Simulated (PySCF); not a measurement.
Quadrupolar nuclei of GeBrH3 in NMR

GeBrH3.
Z-matrix (Å and degrees, PBE0-D3(BJ)/def2-SVP geometry), rows numbered from 1:
```
Ge
Br  1  2.3125
H   1  1.5344  2  107.42
H   1  1.5345  2  107.46  3  -120.00
H   1  1.5344  2  107.42  3   119.98
```

Computed at PBE0/pcSseg-1 (pcSseg-2 on Ge) (PySCF, non-relativistic):

| atom | environment | nucleus | spin I | Q (b) | CQ = χzz (MHz) | η |
| --- | --- | --- | --- | --- | --- | --- |
| Ge1 | germanium bonded to Br and 3 H | 73Ge | 9/2 | -0.196 | -91.615 | 0.000 |
| Br2 | bromine bonded to Ge | 79Br | 3/2 | 0.313 | 395.72 | 0.000 |

Task: Recover the principal values of the field gradient from CQ = 234.96 MHz × Q × Vzz, η = (Vxx − Vyy)/Vzz and a zero trace.

Result: The tensor is traceless, so η fixes the two smaller values:

```
atom  Vxx (au)  Vyy (au)  Vzz (au)  Vzz (10²¹ V/m²)
 Ge1    -0.994    -0.995     1.989            19.33
 Br2    -2.690    -2.691     5.381            52.29
```

Task: At 16.45 T, set νQ = 3|CQ|/[2I(2I − 1)] beside the Larmor frequency (|g| × 7.62259 MHz/T × B; g(73Ge) = −0.19544, g(79Br) = 1.40427), and give PQ = |CQ|√(1 + η²/3).

Result: 
```
atom  PQ (MHz)  νQ (MHz)  ν0 (MHz)  νQ/ν0
 Ge1     91.62     3.817     24.51  0.156
 Br2     395.7     197.9    176.08  1.124
```

For Ge1: PQ = 91.62 × 1.0000, νQ = 91.62 × 0.0417, ν0 = 1.4897 MHz/T × 16.45 T.

For Br2 νQ isn't small against ν0, so the high-field expansions of solid-state NMR fail there at this field.

Task: Take a correlation time of 3 ps, isotropic tumbling and extreme narrowing. What quadrupolar relaxation rates and linewidths follow?

Result: Rate = (3π²/10) PQ² τc (2I + 3)/[I²(2I − 1)], the same for T1 and T2; width = rate/π.

```
       site  spin factor (2I + 3)/[I²(2I − 1)]  1/T1 (s⁻¹)   T1 (ms)  linewidth (Hz)
73Ge at Ge1                              0.074        5520     0.181            1760
79Br at Br2                              1.333    1.85e+06  0.000539          590000
```

Isolated species at its PBE0-D3(BJ)/def2-SVP geometry, gas phase. The calculation is non-relativistic, for germanium and bromine too. The basis is small and wasn't made for field gradients, so the couplings can be 20 % off.
